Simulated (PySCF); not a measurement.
**Electron correlation in Cr+ (chromium, charge +1)**

[Ar] 3d4 4p1, one real determinant (an excited configuration). Calculation: PySCF 2.14, in dyall-av2z; no relativity, point nucleus. Frozen: [Ar]; 5 electrons correlated; the 25 highest virtual orbitals of each spin left out.

```tsv
level	correlation energy (mhartree)
CCSD	-50.16
(T)	-0.69
CCSD(T)	-50.85
```

Diagnostics: T1 = 0.0096, D1 = 0.0220, largest double amplitude 0.040.

The real determinant used has ⟨L²⟩ near 8 against 12 for a pure F term, so it mixes terms.

Cost of the coupled-cluster step: of the order of 14 core-seconds, for 5 correlated electrons.

Iterations:

```
CC2 = 0
CCSD nocc = (np.int64(5), np.int64(0)), nmo = (67, 67)
frozen orbitals [[0, 1, 2, 3, 4, 5, 6, 7, 8, 76, 77, 78, 79, 80, 81, 82, 83, 84, 85, 86, 87, 88, 89, 90, 91, 92, 93, 94, 95, 96, 97, 98, 99, 100], [0, 1, 2, 3, 4, 5, 6, 7, 8, 76, 77, 78, 79, 80, 81, 82, 83, 84, 85, 86, 87, 88, 89, 90, 91, 92, 93, 94, 95, 96, 97, 98, 99, 100]]
max_cycle = 100
direct = 0
conv_tol = 1e-08
conv_tol_normt = 1e-06
diis_space = 8
diis_start_cycle = 0
Init t2, MP2 energy = -0.0434410366315607
Init E_corr(UCCSD) = -0.0434410366324647
cycle = 1  E_corr(UCCSD) = -0.0484761146736805  dE = -0.00503507804  norm(t1,t2) = 0.0235956
cycle = 2  E_corr(UCCSD) = -0.0494576382394117  dE = -0.000981523566  norm(t1,t2) = 0.0110316
cycle = 3  E_corr(UCCSD) = -0.0500614336498945  dE = -0.00060379541  norm(t1,t2) = 0.00632584
cycle = 4  E_corr(UCCSD) = -0.0500139881886588  dE = 4.74454612e-05  norm(t1,t2) = 0.00262583
cycle = 5  E_corr(UCCSD) = -0.0500761081700983  dE = -6.21199814e-05  norm(t1,t2) = 0.00185192
cycle = 6  E_corr(UCCSD) = -0.050078970002355  dE = -2.86183226e-06  norm(t1,t2) = 0.00157806
cycle = 7  E_corr(UCCSD) = -0.0501050397110851  dE = -2.60697087e-05  norm(t1,t2) = 0.00139195
cycle = 8  E_corr(UCCSD) = -0.0501531489156262  dE = -4.81092045e-05  norm(t1,t2) = 0.000781456
cycle = 9  E_corr(UCCSD) = -0.0501555966547766  dE = -2.44773915e-06  norm(t1,t2) = 0.000286739
cycle = 10  E_corr(UCCSD) = -0.0501583275149835  dE = -2.73086021e-06  norm(t1,t2) = 0.000121553
cycle = 11  E_corr(UCCSD) = -0.0501597291694124  dE = -1.40165443e-06  norm(t1,t2) = 6.57743e-05
cycle = 12  E_corr(UCCSD) = -0.0501592166292956  dE = 5.12540117e-07  norm(t1,t2) = 3.62013e-05
cycle = 13  E_corr(UCCSD) = -0.0501587101811075  dE = 5.06448188e-07  norm(t1,t2) = 1.01271e-05
cycle = 14  E_corr(UCCSD) = -0.050158702014684  dE = 8.16642355e-09  norm(t1,t2) = 3.13647e-06
cycle = 15  E_corr(UCCSD) = -0.0501587485671828  dE = -4.65524989e-08  norm(t1,t2) = 1.27137e-06
cycle = 16  E_corr(UCCSD) = -0.0501587652845539  dE = -1.67173711e-08  norm(t1,t2) = 3.72513e-07
cycle = 17  E_corr(UCCSD) = -0.0501587644267642  dE = 8.57789763e-10  norm(t1,t2) = 2.11319e-07
UCCSD converged
E(UCCSD) = -1042.990701963387  E_corr = -0.05015876442676417
UCCSD(T) correction = -0.000689062441707553
```

The reference is one real determinant that mixes LS terms of this configuration.
